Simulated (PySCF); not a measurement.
Isomers of C5H8F3NSi, mass 167.038 u with the commonest isotopes. Method used: PBE0/pcSseg-1 in PySCF (dipole) on a GFN2-xTB geometry, gas phase. One conformer each, none proved a minimum here; rigid rotors.

Task: Order these by rotational constant B, smallest first.
A. `[CH2:1]=[C:2]([SiH3:3])/[CH:4]=[N:5]\[CH2:6][C:7]([F:8])([F:9])[F:10]` with C1–C2–C4–N5 69°, C4–N5–C6–C7 113°
B. `[NH2:1][Si@H:2]([C:3]1=[CH:4][CH2:5][CH2:6]1)[C:7]([F:8])([F:9])[F:10]` with H–N1–Si2–C3 84° and -64°, N1–Si2–C3–C4 49°
C. `[CH3:1][N:2]([SiH3:3])[CH2:4][C:5]#[C:6][C:7]([F:8])([F:9])[F:10]` with C1–N2–C4–C5 70°
D. `[CH:1]#[C:2][C@@H:3]([CH3:4])[NH:5][SiH2:6][C:7]([F:8])([F:9])[F:10]` with C2–C3–N5–Si6 136°, C3–N5–Si6–C7 176°

Result: C (457.3 MHz), D (518.6 MHz), A (622.1 MHz), B (782.2 MHz).

Task: Order these by out-of-plane moment Σ m c² = (Ia + Ib − Ic)/2, largest first.
A. `[CH:1]#[C:2][C@@H:3]([CH3:4])[NH:5][SiH2:6][C:7]([F:8])([F:9])[F:10]` with C2–C3–N5–Si6 136°, C3–N5–Si6–C7 176°
B. `[CH3:1][N:2]([SiH3:3])[CH2:4][C:5]#[C:6][C:7]([F:8])([F:9])[F:10]` with C1–N2–C4–C5 70°
C. `[CH2:1]=[C:2]([SiH3:3])/[CH:4]=[N:5]\[CH2:6][C:7]([F:8])([F:9])[F:10]` with C1–C2–C4–N5 69°, C4–N5–C6–C7 113°
D. `[NH2:1][Si@H:2]([C:3]1=[CH:4][CH2:5][CH2:6]1)[C:7]([F:8])([F:9])[F:10]` with H–N1–Si2–C3 84° and -64°, N1–Si2–C3–C4 49°

Result: C (97.75 u·Å²), B (96.59 u·Å²), A (80.93 u·Å²), D (62.25 u·Å²).

Task: Order these by rotational constant C, largest first.
A. `[NH2:1][Si@H:2]([C:3]1=[CH:4][CH2:5][CH2:6]1)[C:7]([F:8])([F:9])[F:10]` with H–N1–Si2–C3 84° and -64°, N1–Si2–C3–C4 49°
B. `[CH:1]#[C:2][C@@H:3]([CH3:4])[NH:5][SiH2:6][C:7]([F:8])([F:9])[F:10]` with C2–C3–N5–Si6 136°, C3–N5–Si6–C7 176°
C. `[CH2:1]=[C:2]([SiH3:3])/[CH:4]=[N:5]\[CH2:6][C:7]([F:8])([F:9])[F:10]` with C1–C2–C4–N5 69°, C4–N5–C6–C7 113°
D. `[CH3:1][N:2]([SiH3:3])[CH2:4][C:5]#[C:6][C:7]([F:8])([F:9])[F:10]` with C1–N2–C4–C5 70°

Result: A (631.6 MHz), C (574.5 MHz), B (485.0 MHz), D (441.2 MHz).

| SMILES | point group | Ia (u·Å²) | Ib (u·Å²) | Ic (u·Å²) | κ | μa (D) | μb (D) | μc (D) |
| --- | --- | --- | --- | --- | --- | --- | --- | --- |
| N[Si@H](C1=CCC1)C(F)(F)F | C1 | 278.56 | 646.07 | 800.14 | -0.75 | 2.86 | 2.12 | 0.51 |
| C=C([SiH3])/C=N\CC(F)(F)F | C1 | 262.91 | 812.35 | 879.76 | -0.93 | 2.92 | 1.10 | 1.56 |
| CN([SiH3])CC#CC(F)(F)F | C1 | 233.66 | 1105.07 | 1145.55 | -0.98 | 2.87 | 1.03 | 0.44 |
| C#C[C@@H](C)N[SiH2]C(F)(F)F | C1 | 229.40 | 974.57 | 1042.12 | -0.96 | 2.76 | 1.20 | 0.39 |
